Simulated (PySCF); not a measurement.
Compound: C5H8BO (charge -1).
SMILES with atom numbers: `[BH3-:1][c:2]1[cH:3][cH:4][c:5]([CH3:6])[o:7]1` (hydrogens: H8, H9, H10 on B1; H11 on C3; H12 on C4; H13, H14, H15 on C6)
Bond orders are those of one Lewis drawing.

Method: PySCF 2.14.0, PBE0-D3(BJ)/def2-SVP geometry optimisation, gas phase; density fitting, grid level 1; the optimiser is geomeTRIC in internal coordinates, started from a GFN2-xTB structure.

Geometry at step 0:
```
atom  x, y, z in Å
B1      2.5577   -0.5785   -0.2352
C2      1.0668    0.0294   -0.0987
C3      0.6227    1.3210    0.0435
C4     -0.7884    1.2875    0.1609
C5     -1.1392   -0.0268    0.0842
C6     -2.4648   -0.7160    0.1224
O7     -0.0232   -0.7844   -0.0740
H8      3.2352    0.1866   -0.8996
H9      2.5193   -1.6748   -0.7579
H10     3.0370   -0.6712    0.8850
H11     1.2372    2.2026    0.0633
H12    -1.4585    2.1219    0.2888
H13    -2.9715   -0.6649   -0.8462
H14    -3.1170   -0.2597    0.8683
H15    -2.3178   -1.7648    0.3734
```

Task: Give the atomic forces at this geometry.

Result: 
```tsv
atom	Fx (eV/Å)	Fy (eV/Å)	Fz (eV/Å)
B1	-0.711	0.170	0.087
C2	1.043	-0.021	-0.139
C3	-0.131	-0.072	-0.068
C4	-0.095	-0.228	0.047
C5	-0.407	-0.269	0.126
C6	0.722	0.314	-0.143
O7	-0.529	0.074	0.042
H8	0.309	0.333	-0.248
H9	0.010	-0.515	-0.242
H10	0.268	-0.101	0.458
H11	0.419	0.356	-0.012
H12	-0.355	0.343	0.059
H13	-0.273	-0.092	-0.309
H14	-0.257	0.110	0.231
H15	-0.014	-0.403	0.113
```

The largest, 1.05 eV/Å, acts on C2; the rms over all components is 0.328 eV/Å. The forces sum to zero within rounding, as they must for an isolated molecule in no field.

Task: Give the force on C2 in Eh/bohr and in nN.

Result: 1.053 eV/Å ÷ 51.422 = 0.02047 Eh/bohr, and 1.053 eV/Å × 1.602 = 1.69 nN.

Task: How far is this geometry from the end of the optimisation?

Result: 0.141 eV above it, and 0.452 Å rms away after alignment. The bonds farthest from their final lengths, with half the difference of the two atoms' forces along the bond (positive lengthens):

```csv
bond,now (Å),final (Å),force along bond (eV/Å)
B1–H9,1.215,1.247,+0.37
B1–H8,1.219,1.244,+0.43
B1–H10,1.222,1.246,+0.37
C2–O7,1.360,1.379,+0.60
C6–H15,1.088,1.105,+0.33
C3–C4,1.416,1.432,-0.01
```

The angle farthest from its final value is B1–C2–C3, 131.4° against 134.3°.

Of the 6 listed bonds off by 0.010 Å or more, this force points towards the final length in 5.

The cost below is that of the whole optimisation. Time: 56 s of wall time; peak memory 0.58 GiB. Hardware: one thread, Arm Neoverse V2 (aarch64), shared host with 192 logical CPUs at a one-minute load of 114.
